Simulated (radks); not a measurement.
Values are calculated unless marked as measured or tabulated.
The europium ion Eu2+, 61 electrons, occupied as [Kr] 4d10 4f8 5s2 5p5 (not the ground configuration).

Code: a radial shooting solver on a logarithmic mesh with Libxc functionals. Model: scalar-relativistic Kohn-Sham, RPBE, spin-unpolarised, spherical densities, point nucleus.

Energy parts (eV):
part                      energy
total                 -295053.98
kinetic                316129.33
electron-nucleus      -718545.83
Hartree                113955.26
exchange-correlation    -6592.74

Orbitals (lengths in bohr, moments of r in powers of bohr; <r^-3> diverges for s and p1/2):
orbital,occ.,eigenvalue (eV),<r^-3>,<r^4>
1s,2,-48385.01,-,1.225e-06
2s,2,-7954.249,-,0.0001960
2p,6,-7087.103,10780,0.0001459
3s,2,-1757.734,-,0.007633
3p,6,-1487.932,2247,0.007996
3d,10,-1127.746,304.2,0.006415
4s,2,-357.0644,-,0.1913
4p,6,-268.4964,494.2,0.2523
4d,10,-145.2227,55.40,0.4118
5s,2,-57.4591,-,6.999
5p,5,-36.7904,63.19,14.14
6s,0,-14.1506,-,285.4
4f,8,-13.9619,6.413,7.134
5d,0,-13.5973,3.012,105.1

The highest occupied level is 4f at -13.962 eV. The configuration is held as typed, so some empty levels lie below it. Summed over all electrons, <r^2> = 40.37 bohr^2, which gives a Langevin (diamagnetic) susceptibility term of -32 x 10^-6 cm^3/mol.
